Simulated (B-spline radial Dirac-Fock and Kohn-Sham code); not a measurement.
**Binding energies of Mn⁺ at several levels of theory**

System: Mn⁺, configuration 1s2 2s2 2p6 3s2 3p6 3d5 4p1 (an excited configuration).

The density-functional columns are spherical, spin-unpolarised Dirac-Kohn-Sham results without Breit or QED terms: −ε is minus the orbital energy of the initial state and ΔSCF the difference of two total energies. The reference in the last column comes from Dirac-Fock (average of configuration) total-energy differences with a finite nucleus, the Breit interaction including its frequency dependence, and self-energy and vacuum-polarisation corrections. All numbers are from an atomic code on a B-spline grid, in eV; a selection of levels is shown. The Kohn-Sham columns are given as differences from the reference.

```tsv
level	PBE −ε − DF	PBE ΔSCF − DF	Dirac-Fock
K	-123.4	+25.6	6561.3
L1	-42.2	-18.7	795.4
L2	-28.1	+0.2	674.6
L3	-28.4	-0.5	664.4
M1	-15.6	-7.0	111.1
M2	-9.6	-1.2	74.66
M3	-9.6	-1.3	73.42
M4,5	-5.2	+2.1	21.40
N2,3	-2.2	+0.8	10.09
```

Values without a named source are computed, but for edge energies of neutral atoms, which are taken from tables.
